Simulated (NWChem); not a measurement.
CH₂NO cation; SMILES N=C=[OH+]

```xyz
5

N     -0.0302     1.1896     0.0000
C     -0.0170     0.0422     0.0000
O     -0.1198    -1.1882     0.0000
H     -0.0388     2.2064     0.0000
H      0.7020    -1.7252     0.0000
```
Atoms are numbered in this order, from 1.

STO-3G and 3-21G are far too small for this property and stand as cheap habits. All runs use the structure optimised with PBE0/def2-SVP.

Give the principal values of the shielding tensors (ppm) of N1, C2, O3 from Hartree-Fock/STO-3G, GIAO (NWChem), with their diamagnetic and paramagnetic parts as GIAO splits them.


```
atom    σ11    σ22    σ33  isotropic  diamagnetic  paramagnetic
----  -----  -----  -----  ---------  -----------  ------------
N1    195.2  229.1  324.3      249.5        321.9         -72.4
C2     98.4  106.8  280.7      162.0        261.3         -99.3
O3    322.7  359.2  404.6      362.2        375.2         -13.0
```
